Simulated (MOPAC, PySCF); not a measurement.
Potential energy surface of Cl2Si, singlet: symmetric bend, bond length relaxed. Scanned: Cl-Si-Cl angle. Other coordinates (Si-Cl bond length) were minimised at PBE0/def2-TZVP. Each profile is relative to its own lowest point.

| a / ° | A | B | C |
|---|---|---|---|
| 180 | 65.7 | 233.1 | 163.3 |
| 170 | 61.7 | 223.5 | 156.6 |
| 160 | 50.9 | 196.6 | 138.1 |
| 150 | 37.9 | 157.1 | 111.1 |
| 140 | 27.8 | 112.0 | 79.9 |
| 130 | 21.1 | 68.3 | 49.0 |
| 120 | 14.2 | 31.9 | 22.3 |
| 110 | 1.8 | 7.4 | 4.4 |
| 100 | 0.0 | 0.0 | 0.0 |
| 90 | 12.4 | 17.5 | 16.2 |
| 80 | 46.0 | 73.1 | 64.6 |

Energies in kJ/mol.

Assign the columns to these levels of theory: PM7, restricted, heats of formation run with MOPAC; restricted Hartree-Fock/6-31G*, spherical d run with PySCF 2.14.0; restricted B3LYP/6-31G*, spherical d run with PySCF.

A is PM7; B is RHF/6-31G*; C is RKS-B3LYP/6-31G*.
